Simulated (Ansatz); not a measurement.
Two isomers of C3H9BSi: A = `BC[SiH]1CC1`, B = `C=CB(C)[SiH3]`.

Gas-phase electronic energies from Ansatz, PBE0-D4/def2-TZVP geometries. CCSD(T)/CBS is the MP2 limit (def2-TZVPP, def2-QZVPP) plus CCSD(T) − MP2 in def2-TZVPP, frozen cores. Functionals use def2-TZVPP. B3LYP here is the variant with VWN-RPA as its local correlation; programs differ in this. One conformer a species, not always the lowest.

Which is lower in electronic energy at CCSD(T)/CBS, and by how much? (An estimate is asked.)

The calculation gave: B, by 22.8 kJ/mol.

Give E(B) − E(A) in kJ/mol with PBE-D4, MP2/def2-TZVPP, B3LYP, CCSD(T)/def2-TZVPP, r2SCAN-D4, HF/def2-TZVPP, CCSD/def2-TZVPP. (Estimate.)

The calculation gave: PBE-D4 -11.0, MP2/def2-TZVPP -6.9, B3LYP -37.4, CCSD(T)/def2-TZVPP -25.8, r2SCAN-D4 -9.4, HF/def2-TZVPP -64.5, CCSD/def2-TZVPP -29.7. None reverses the order clearly.

Largest T1 diagnostic: 0.012.

In def2-TZVPP, CCSD(T) changes the Hartree–Fock value by +38.7 kJ/mol (the triples alone add +3.9 kJ/mol) and MP2 by +57.6 kJ/mol.
